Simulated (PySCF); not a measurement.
# Correlation energy of O²⁺ (oxygen, charge +2)

Starting occupation: [He] 2s2 2p2, 2p3/2 with m_j = +1/2, +3/2. Computed with PySCF 2.14 in x2c-SVPall-2c with one added diffuse shell of s type (4s2p1d, 15 functions), with X2C-1e with screened-nucleus spin-orbit coupling, Gaussian nucleus. Frozen: 1s2; 4 electrons correlated.

MP2 pair energies summed by pair of shells (mhartree):

| pair | energy | share (%) |
| --- | --- | --- |
| 2p-2s | -34.06 | 59.5 |
| 2s-2s | -18.52 | 32.3 |
| 2p-2p | -4.69 | 8.2 |

Total MP2 correlation energy: -57.27 mhartree.

The GHF reference relaxed away from the jj start to a determinant that is no pure jj level (⟨S²⟩ = 2.00, ⟨J²⟩ = 6.00); the energies belong to that determinant.
